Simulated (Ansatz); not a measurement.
Gas-phase electronic energies from Ansatz, PBE0-D4/def2-TZVP geometries. CCSD(T)/CBS is the MP2 limit (def2-TZVPP, def2-QZVPP) plus CCSD(T) − MP2 in def2-TZVPP, frozen cores. Each species was taken in one conformer, which may not be the lowest.

Reaction (ligand exchange at the Si–O bond): `[SiH3]O[Si](Cl)(Cl)Cl` + `OC1=CS1` → `[SiH3]OC1=CS1` + `O[Si](Cl)(Cl)Cl`

`[SiH3]O[Si](Cl)(Cl)Cl`:

```xyz
9

Si   -1.129   -0.277   -1.152
O     0.249   -0.336   -0.249
Si    1.089    0.186    1.008
Cl    1.406    2.184    0.858
Cl    2.868   -0.773    1.053
Cl    0.080   -0.186    2.728
H    -0.968   -1.244   -2.262
H    -1.308    1.096   -1.682
H    -2.286   -0.650   -0.303
```

`OC1=CS1`:

```xyz
6

O    -0.994   -0.891   -0.769
C     0.025   -0.249   -0.242
C     0.510    0.626    0.558
S     1.778   -0.319   -0.469
H    -1.815   -0.563   -0.379
H     0.496    1.396    1.302
```

`[SiH3]OC1=CS1`:

Z-matrix (Å, degrees):
```
Si
O 1 1.687
H 1 1.481 2 109.3
H 1 1.479 2 109.2 3 121.8
H 1 1.477 2 103.5 3 -118.5
C 2 1.302 1 123.0 3 -75.9
S 6 1.806 2 137.3 1 -16.2
C 6 1.276 2 149.8 1 165.1
H 8 1.072 6 155.9 2 -1.5
```

`O[Si](Cl)(Cl)Cl`:

Cartesian coordinates in Å:
```
O 0.621 0.964 0.712
Si 0.022 -0.249 -0.172
Cl -1.209 -1.429 0.933
Cl -1.042 0.448 -1.755
Cl 1.600 -1.323 -0.823
H 0.008 1.589 1.105
```

| species | CCSD(T)/CBS(def2) energy (Eh) |
| --- | --- |
| `[SiH3]O[Si](Cl)(Cl)Cl` | -2034.72360 |
| `OC1=CS1` | -550.14085 |
| `[SiH3]OC1=CS1` | -840.45626 |
| `O[Si](Cl)(Cl)Cl` | -1744.40331 |

(1) Work out ΔE.

Largest T1 diagnostic among the species: 0.013.

## Answers

(1) ΔE = (-840.45626) + (-1744.40331) − (-2034.72360) − (-550.14085) = 0.00488 Eh = +0.13 eV.

In def2-TZVPP, CCSD(T) changes the Hartree–Fock value by −0.09 eV (the triples alone add −0.02 eV) and MP2 by −0.11 eV. From PBE to PBE0 (25 % exact exchange), in def2-TZVPP and without D4, ΔE moves by +0.03 eV.
